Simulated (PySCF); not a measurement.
# Optical rotation: `C[C@H]1[C@H](S)[C@]12C[C@H]2F`, C$_{6}$H$_{9}$FS

Molfile (atoms numbered from 1):
```
C6H9FS
     RDKit          3D

 17 18  0  0  0  0  0  0  0  0999 V2000
   -2.0637    0.5958    0.3333 C   0  0  0  0  0  0  0  0  0  0  0  0
   -0.7315    0.5014   -0.3677 C   0  0  1  0  0  0  0  0  0  0  0  0
    0.4750    1.2086    0.2089 C   0  0  2  0  0  0  0  0  0  0  0  0
    1.6702    2.0455   -0.8497 S   0  0  0  0  0  0  0  0  0  0  0  0
    0.3872   -0.2663    0.2456 C   0  0  2  0  0  0  0  0  0  0  0  0
    1.2686   -1.4186   -0.0760 C   0  0  0  0  0  0  0  0  0  0  0  0
    0.5577   -1.3328    1.2503 C   0  0  1  0  0  0  0  0  0  0  0  0
    1.3027   -1.0762    2.3643 F   0  0  0  0  0  0  0  0  0  0  0  0
   -2.5912    1.4959    0.0242 H   0  0  0  0  0  0  0  0  0  0  0  0
   -2.6826   -0.2656    0.0887 H   0  0  0  0  0  0  0  0  0  0  0  0
   -1.9245    0.6267    1.4112 H   0  0  0  0  0  0  0  0  0  0  0  0
   -0.8003    0.4702   -1.4506 H   0  0  0  0  0  0  0  0  0  0  0  0
    0.3662    1.7647    1.1300 H   0  0  0  0  0  0  0  0  0  0  0  0
    1.7375    1.0838   -1.7683 H   0  0  0  0  0  0  0  0  0  0  0  0
    0.9379   -2.1643   -0.7844 H   0  0  0  0  0  0  0  0  0  0  0  0
    2.3358   -1.2465   -0.0728 H   0  0  0  0  0  0  0  0  0  0  0  0
   -0.2520   -2.0102    1.4965 H   0  0  0  0  0  0  0  0  0  0  0  0
  1  2  1  0
  2  3  1  0
  3  4  1  0
  3  5  1  0
  5  6  1  6
  6  7  1  0
  7  8  1  0
  5  2  1  0
  7  5  1  0
  1  9  1  0
  1 10  1  0
  1 11  1  0
  2 12  1  6
  3 13  1  1
  4 14  1  0
  6 15  1  0
  6 16  1  0
  7 17  1  1
M  END
```

The calculation used TDDFT B3LYP/def2-SVPD circular dichroism and optical rotation, one conformer, gas phase (PySCF 2.14.0). Geometry: GFN2-xTB.

The molecule is flexible and this is one conformer; a measurement averages over conformers. States above about 6.4 eV (minus the energy of the highest occupied orbital) lie near or above the ionisation threshold and depend on the basis.

Stereocentres: C2 R, C3 S, C5 R, C7 R.

**Question.** Give the optical rotatory dispersion at 633, 589.3, 546, 436, 405, 365, 355 nm.

**Answer.** [α] in deg dm⁻¹ (g/mL)⁻¹:
| λ (nm) | origin-invariant length gauge | modified velocity gauge | length gauge (centre of mass) | isotropic polarisability (au) |
| --- | --- | --- | --- | --- |
| 633 | +137.7 | +133.4 | +133.4 | 93.0 |
| 589.3 | +161.2 | +156.1 | +156.1 | 93.3 |
| 546 | +191.0 | +185.1 | +185.1 | 93.8 |
| 436 | +321.0 | +310.9 | +310.9 | 95.7 |
| 405 | +383.0 | +371.0 | +370.9 | 96.6 |
| 365 | +493.6 | +478.0 | +477.8 | 98.2 |
| 355 | +528.4 | +511.7 | +511.4 | 98.7 |

**Question.** And for the mirror image at 589.3 nm?

**Answer.** -161.2 deg dm⁻¹ (g/mL)⁻¹ (origin-invariant length gauge): the same size and the opposite sign.

**Question.** What is the molar rotation [Φ] = [α]·M/100 of the geometry above at 589.3 nm?

**Answer.** With M = 132.20 g/mol, +213.0 deg cm² dmol⁻¹ (origin-invariant length gauge).

The first excitation lies at 5.22 eV (238 nm) with R = -5.2 × 10⁻⁴⁰ esu² cm² (velocity form).
